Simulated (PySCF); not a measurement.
Isomers of C6H11BO2, one conformer each; single-point electronic energies without zero-point terms and without any empirical dispersion term.

Level: PBE0/pcSseg-1 in PySCF, non-relativistic, each on one gas-phase PBE0-D3(BJ)/def2-SVP geometry that isn't relaxed in the solvent. The solvent is an IEF-PCM continuum (Bondi radii, 1.10 Å for H, scaled by 1.2). Only the electrostatic response of the medium enters.

```csv
isomer,"relative energy, gas (kcal/mol)",dipole (D)
`C1OBO[C@@H](C1)CC=C`,0.0,2.99
`CC(C)(C)C#CB(O)O`,0.5,1.58
`CC(C)C1=[O+][BH2-]OC=C1`,19.4,5.20
```

**Question.** How do the relative energies look in chloroform (ε = 4.711)?

**Answer.** 
```csv
isomer,"relative energy, solvent (kcal/mol)",E(solvent) − E(gas) (kcal/mol),dipole in solvent (D)
`C1OBO[C@@H](C1)CC=C`,3.9,-3.8,3.56
`CC(C)(C)C#CB(O)O`,0.0,-8.2,1.64
`CC(C)C1=[O+][BH2-]OC=C1`,22.0,-5.1,6.26
```

`CC(C)(C)C#CB(O)O` becomes the lowest. Conformers: `[CH2:1]=[CH:2][CH2:3][C@@H:4]1[CH2:5][CH2:6][O:7][BH:8][O:9]1` with C1–C2–C3–C4 -107°, C2–C3–C4–C5 -61°, C3–C4–C5–C6 -173°, C4–C5–C6–O7 52°, C5–C6–O7–B8 -26°, C6–O7–B8–O9 -1°; `[CH3:1][C:2]([CH3:3])([CH3:4])[C:5]#[C:6][B:7]([OH:8])[OH:9]` with C6–B7–O8–H 180°, C6–B7–O9–H 180°; `[CH3:1][CH:2]([CH3:3])[C:4]1=[O+:5][BH2-:6][O:7][CH:8]=[CH:9]1` with C1–C2–C4–O5 134°, C4–O5–B6–O7 -39°, O5–B6–O7–C8 39°, B6–O7–C8–C9 -15°, C2–C4–C9–C8 -160°. `CC(C)(C)C#CB(O)O` gains most from the continuum, while `CC(C)C1=[O+][BH2-]OC=C1` has the largest gas-phase dipole. The gains span 4.4 kcal/mol, the gas-phase energies 19.4 kcal/mol.
